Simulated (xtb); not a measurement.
Ga(I)2(OH) (GaHI2O), SMILES [OH][Ga]([I])[I]. All values are semi-empirical tight-binding results from xtb (GFN2-xTB unless named), good for trends rather than for accurate numbers. The structure is a stationary point at GFN2-xTB. One conformer was computed; it need not be the lowest.

For metal compounds this method's bond lengths and energies can be far off.

The point group as xtb finds it is Cs, the orbital gap comes out as 3.77 eV and the zero-point energy is 8.3 kcal/mol. The G − E(el) at 298.15 K (modified RRHO) is -13.8 kcal/mol.
